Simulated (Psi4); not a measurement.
Job for Psi4: SAPT0/jun-cc-pV(D+d)Z on C4H8O (a complex), monomers drawn apart or pushed together.

```
memory 2025 MB

molecule dimer {
0 1
C    -1.46575172   -0.15330927    0.90155370
O    -0.45282755   -0.35188235    0.45449723
--
0 1
C     0.43260034    1.44359350    5.15180377
C     1.06822635    0.05880610    5.06268652
C     0.11148827   -1.05653075    5.47530996
H     1.13007676    2.22634731    4.84763857
H    -0.44944439    1.51390756    4.51017465
H     0.11031962    1.66147200    6.17308264
H     1.95991939    0.02616101    5.69565160
H     1.41696487   -0.11818234    4.04123674
H     0.58220163   -2.03853363    5.39921828
H    -0.22163455   -0.92461718    6.50776795
H    -0.78063394   -1.06356987    4.84387929
units angstrom
symmetry c1
no_reorient
no_com
}

set {
  basis jun-cc-pV(D+d)Z
  scf_type df
  freeze_core true
}

energy('sapt0')
```

Program output:

```
[...]
==> Input File <==

--------------------------------------------------------------------------
memory 2025 MB

molecule dimer {
0 1
C    -1.46575172   -0.15330927    0.90155370
O    -0.45282755   -0.35188235    0.45449723
--
0 1
C     0.43260034    1.44359350    5.15180377
C     1.06822635    0.05880610    5.06268652
C     0.11148827   -1.05653075    5.47530996
H     1.13007676    2.22634731    4.84763857
H    -0.44944439    1.51390756    4.51017465
H     0.11031962    1.66147200    6.17308264
H     1.95991939    0.02616101    5.69565160
H     1.41696487   -0.11818234    4.04123674
H     0.58220163   -2.03853363    5.39921828
H    -0.22163455   -0.92461718    6.50776795
H    -0.78063394   -1.06356987    4.84387929
units angstrom
symmetry c1
no_reorient
no_com
}

set {
  basis jun-cc-pV(D+d)Z
  scf_type df
  freeze_core true
}

energy('sapt0')
--------------------------------------------------------------------------


   => Loading Basis Set <=

    Name: JUN-CC-PV(D+D)Z
    Role: ORBITAL
    Keyword: BASIS
    atoms 1, 3-5 entry C          line   188 file jun-cc-pv_dpd_z.gbs
    atoms 2      entry O          line   256 file jun-cc-pv_dpd_z.gbs
    atoms 6-13   entry H          line    60 file jun-cc-pv_dpd_z.gbs

   => Loading Basis Set <=

    Name: JUN-CC-PV(D+D)Z
    Role: ORBITAL
    Keyword: BASIS
    atoms 1, 3-5 entry C          line   188 file jun-cc-pv_dpd_z.gbs
    atoms 2      entry O          line   256 file jun-cc-pv_dpd_z.gbs
    atoms 6-13   entry H          line    60 file jun-cc-pv_dpd_z.gbs


  //>>>>>>>>>>>>>>>>>>>>>>>>>>>>>>>>>>>//
  //              Dimer HF             //
  //<<<<<<<<<<<<<<<<<<<<<<<<<<<<<<<<<<<//

   => Libint2 <=

    Primary   basis highest AM E, G, H:  7, 6, 3
    Auxiliary basis highest AM E, G, H:  7, 7, 4
    Onebody   basis highest AM E, G, H:  -, -, -
    Solid Harmonics ordering:            Gaussian


   => Loading Basis Set <=

    Name: JUN-CC-PV(D+D)Z
    Role: ORBITAL
    Keyword: BASIS
    atoms 1, 3-5 entry C          line   188 file jun-cc-pv_dpd_z.gbs
    atoms 2      entry O          line   256 file jun-cc-pv_dpd_z.gbs
    atoms 6-13   entry H          line    60 file jun-cc-pv_dpd_z.gbs


         ---------------------------------------------------------
                                   SCF
               by Justin Turney, Rob Parrish, Andy Simmonett
                          and Daniel G. A. Smith
                              RHF Reference
                        1 Threads,   1931 MiB Core
         ---------------------------------------------------------

  ==> Geometry <==

    Molecular point group: c1
    Full point group: C1

    Geometry (in Angstrom), charge = 0, multiplicity = 1:

       Center              X                  Y                   Z               Mass
    ------------   -----------------  -----------------  -----------------  -----------------
         C           -1.465751720000    -0.153309270000     0.901553700000    12.000000000000
         O           -0.452827550000    -0.351882350000     0.454497230000    15.994914619570
         C            0.432600340000     1.443593500000     5.151803770000    12.000000000000
         C            1.068226350000     0.058806100000     5.062686520000    12.000000000000
         C            0.111488270000    -1.056530750000     5.475309960000    12.000000000000
         H            1.130076760000     2.226347310000     4.847638570000     1.007825032230
         H           -0.449444390000     1.513907560000     4.510174650000     1.007825032230
         H            0.110319620000     1.661472000000     6.173082640000     1.007825032230
         H            1.959919390000     0.026161010000     5.695651600000     1.007825032230
         H            1.416964870000    -0.118182340000     4.041236740000     1.007825032230
         H            0.582201630000    -2.038533630000     5.399218280000     1.007825032230
         H           -0.221634550000    -0.924617180000     6.507767950000     1.007825032230
         H           -0.780633940000    -1.063569870000     4.843879290000     1.007825032230

  Running in c1 symmetry.

  Rotational constants: A =      0.16574  B =      0.01324  C =      0.01298 [cm^-1]
  Rotational constants: A =   4968.89265  B =    396.99354  C =    389.04697 [MHz]
  Nuclear repulsion =  143.779898432894214

  Charge       = 0
  Multiplicity = 1
  Electrons    = 40
  Nalpha       = 20
  Nbeta        = 20

  ==> Algorithm <==

  SCF Algorithm Type is DF.
  DIIS enabled.
  MOM disabled.
  Fractional occupation disabled.
  Guess Type is SAD.
  Energy threshold   = 1.00e-08
  Density threshold  = 1.00e-08
  Integral threshold = 1.00e-12

  ==> Primary Basis <==

  Basis Set: JUN-CC-PV(D+D)Z
    Blend: JUN-CC-PV(D+D)Z
    Number of shells: 64
    Number of basis functions: 130
    Number of Cartesian functions: 135
    Spherical Harmonics?: true
    Max angular momentum: 2

   => Loading Basis Set <=

    Name: (JUN-CC-PV(D+D)Z AUX)
    Role: JKFIT
    K
[...]
   119A      3.245554   120A      3.479376   121A      4.219700
     122A      4.219967   123A      4.853830   124A      4.856427
     125A      5.332992   126A      5.583746   127A      5.601035
     128A      7.215982   129A     18.182780   130A     33.484577

    Final Occupation by Irrep:
              A
    DOCC [    13 ]
    NA   [    13 ]
    NB   [    13 ]

  @DF-RHF Final Energy:  -118.27319656098263

   => Energetics <=

    Nuclear Repulsion Energy =             82.5992366289266045
    One-Electron Energy =                -321.4437856788047156
    Two-Electron Energy =                 120.5713524888954851
    Total Energy =                       -118.2731965609826261

Computation Completed


Properties will be evaluated at   0.000000,   0.000000,   0.000000 [a0]

Properties computed using the SCF density matrix


 Multipole Moments:

 ------------------------------------------------------------------------------------
     Multipole            Electronic (a.u.)      Nuclear  (a.u.)        Total (a.u.)
 ------------------------------------------------------------------------------------

 L = 1.  Multiply by 2.5417464519 to convert [e a0] to [Debye]
 Dipole X            :        -25.3346274           25.3632599            0.0286325
 Dipole Y            :         -7.4846794            7.4799101           -0.0047693
 Dipole Z            :       -257.3087451          257.3002927           -0.0084523
 Magnitude           :                                                    0.0302326

 ------------------------------------------------------------------------------------

  Constructing Basis Sets for SAPT...

   => Loading Basis Set <=

    Name: (JUN-CC-PV(D+D)Z AUX)
    Role: RIFIT
    Keyword: DF_BASIS_SAPT
    atoms 1, 3-5 entry C          line   100 file jun-cc-pvdz-ri.gbs
    atoms 2      entry O          line   188 file jun-cc-pvdz-ri.gbs
    atoms 6-13   entry H          line    30 file jun-cc-pvdz-ri.gbs

   => Loading Basis Set <=

    Name: (JUN-CC-PV(D+D)Z AUX)
    Role: JKFIT
    Keyword: DF_BASIS_ELST
    atoms 1, 3-5 entry C          line   146 file jun-cc-pvdz-jkfit.gbs
    atoms 2      entry O          line   258 file jun-cc-pvdz-jkfit.gbs
    atoms 6-13   entry H          line    70 file jun-cc-pvdz-jkfit.gbs


  //>>>>>>>>>>>>>>>>>>>>>>>>>>>>>>>>>>>//
  //               SAPT0               //
  //<<<<<<<<<<<<<<<<<<<<<<<<<<<<<<<<<<<//



        SAPT0
    Ed Hohenstein
     6 June 2009

      Orbital Information
  --------------------------
    NSO        =       130
    NMO        =       130
    NRI        =       437
    NRI (Elst) =       579
    NOCC A     =         7
    NOCC B     =        13
    FOCC A     =         2
    FOCC B     =         3
    NVIR A     =       123
    NVIR B     =       117

    Elst10,r            =    -0.000009035306 [Eh]
    Exch10              =     0.000043495658 [Eh]
    Exch10 (S^2)        =     0.000043493565 [Eh]

    Maxiter = 50
    CPHF R converge = 1.000000E-08

    Iter     Energy [mEh]          dE [mEh]         Residual      Time [s]
       1      -0.00118057       0.001180566     1.320917e-04             0
       2      -0.00135014       0.000169574     6.328352e-05             0
       3      -0.00138188       0.000031737     1.502909e-05             0
       4      -0.00137527      -0.000006609     6.199965e-06             0
       5      -0.00137487      -0.000000399     1.766848e-06             0
       6      -0.00137557       0.000000704     3.197324e-07             0
       7      -0.00137542      -0.000000153     1.254665e-07             0
       8      -0.00137546       0.000000037     3.009529e-08             1
       9      -0.00137546      -0.000000000     7.358155e-09             1

    CHF Iterations converged

    Maxiter = 50
    CPHF R converge = 1.000000E-08

    Iter     Energy [mEh]          dE [mEh]         Residual      Time [s]
       1      -0.00593731       0.005937308     3.626635e-04             0
       2      -0.00655616       0.000618850     1.235333e-04             0
       3      -0.00679321       0.000237057     2.751413e-05             0
       4      -0.00678314      -0.000010079     8.413197e-06             0
       5      -0.00677043      -0.000012710     1.125029e-06             0
       6      -0.00677159       0.000001167     2.865833e-07             0
       7      -0.00677165       0.000000060     6.834888e-08             0
       8      -0.00677161      -0.000000044     1.409229e-08             0
       9      -0.00677161       0.000000001     3.093718e-09             0

    CHF Iterations converged

    Ind20,r (A<-B)      =    -0.000001375456 [Eh]
    Ind20,r (B<-A)      =    -0.000006771610 [Eh]
    Ind20,r             =    -0.000008147066 [Eh]
    Exch-Ind20,r (A<-B) =     0.000000971676 [Eh]
    Exch-Ind20,r (B<-A) =     0.000003558442 [Eh]
    Exch-Ind20,r        =     0.000004530119 [Eh]
    Disp20              =    -0.000376105304 [Eh]
    Disp20 (SS)         =    -0.000188052652 [Eh]
    Disp20 (OS)         =    -0.000188052652 [Eh]
    Exch-Disp20         =     0.000003515418 [Eh]
    Exch-Disp20 (SS)    =     0.000002155544 [Eh]
    Exch-Disp20 (OS)    =     0.000001359874 [Eh]

    SAPT Results
  --------------------------------------------------------------------------------------------------------
    Electrostatics                 -0.00903531 [mEh]      -0.00566974 [kcal/mol]      -0.02372219 [kJ/mol]
      Elst10,r                     -0.00903531 [mEh]      -0.00566974 [kcal/mol]      -0.02372219 [kJ/mol]

    Exchange                        0.04349566 [mEh]       0.02729394 [kcal/mol]       0.11419784 [kJ/mol]
      Exch10                        0.04349566 [mEh]       0.02729394 [kcal/mol]       0.11419784 [kJ/mol]
      Exch10(S^2)                   0.04349357 [mEh]       0.02729262 [kcal/mol]       0.11419234 [kJ/mol]

    Induction                      -0.00599638 [mEh]      -0.00376278 [kcal/mol]      -0.01574348 [kJ/mol]
      Ind20,r                      -0.00814707 [mEh]      -0.00511236 [kcal/mol]      -0.02139012 [kJ/mol]
      Exch-Ind20,r                  0.00453012 [mEh]       0.00284269 [kcal/mol]       0.01189382 [kJ/mol]
      delta HF,r (2)               -0.00237943 [mEh]      -0.00149311 [kcal/mol]      -0.00624719 [kJ/mol]

    Dispersion                     -0.37258989 [mEh]      -0.23380368 [kcal/mol]      -0.97823461 [kJ/mol]
      Disp20                       -0.37610530 [mEh]      -0.23600964 [kcal/mol]      -0.98746434 [kJ/mol]
      Exch-Disp20                   0.00351542 [mEh]       0.00220596 [kcal/mol]       0.00922973 [kJ/mol]
      Disp20 (SS)                  -0.18805265 [mEh]      -0.11800482 [kcal/mol]      -0.49373217 [kJ/mol]
      Disp20 (OS)                  -0.18805265 [mEh]      -0.11800482 [kcal/mol]      -0.49373217 [kJ/mol]
      Exch-Disp20 (SS)              0.00215554 [mEh]       0.00135262 [kcal/mol]       0.00565938 [kJ/mol]
      Exch-Disp20 (OS)              0.00135987 [mEh]       0.00085333 [kcal/mol]       0.00357035 [kJ/mol]

  Total HF                          0.02846398 [mEh]       0.01786141 [kcal/mol]       0.07473216 [kJ/mol]
  Total SAPT0                      -0.34412591 [mEh]      -0.21594227 [kcal/mol]      -0.90350245 [kJ/mol]

  Special recipe for scaled SAPT0 (see Manual):
    Electrostatics sSAPT0          -0.00903531 [mEh]      -0.00566974 [kcal/mol]      -0.02372219 [kJ/mol]
    Exchange sSAPT0                 0.04349566 [mEh]       0.02729394 [kcal/mol]       0.11419784 [kJ/mol]
    Induction sSAPT0               -0.00599572 [mEh]      -0.00376237 [kcal/mol]      -0.01574177 [kJ/mol]
    Dispersion sSAPT0              -0.37258938 [mEh]      -0.23380336 [kcal/mol]      -0.97823328 [kJ/mol]
  Total sSAPT0                     -0.34412475 [mEh]      -0.21594154 [kcal/mol]      -0.90349940 [kJ/mol]
  --------------------------------------------------------------------------------------------------------



*** Psi4 exiting successfully. Buy a developer a beer!
```

The run finished.

Cost: roughly 10 core-seconds.
